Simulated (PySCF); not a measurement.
**Ionisation energy of Se by level of theory**

Se [Ar] 3d10 4s2 4p4 (3P) → Se⁺ [Ar] 3d10 4s2 4p3 (4S), as a difference of total energies. All numbers are calculated (PySCF 2.14, the non-relativistic Hamiltonian (point nucleus), in def2-TZVPPD (7s6p5d1f, 57 functions)). Correlated levels: valence: [Ar] 3d10 frozen. The calculations carry no spin-orbit coupling.

Task: Order these methods by the ionisation energy they give, lowest first.
A. UHF
B. CCSD(T) (valence)
C. MP2 (valence)
D. CCSD (valence)

Result: A (8.586 eV), C (9.249 eV), D (9.362 eV), B (9.392 eV).

These non-relativistic numbers lack the scalar-relativistic shift.

Errors of the correlated levels include the incompleteness of this basis and the frozen core.

For comparison: 9.635 eV (measured; NIST levels, between the centres of gravity of the two terms).
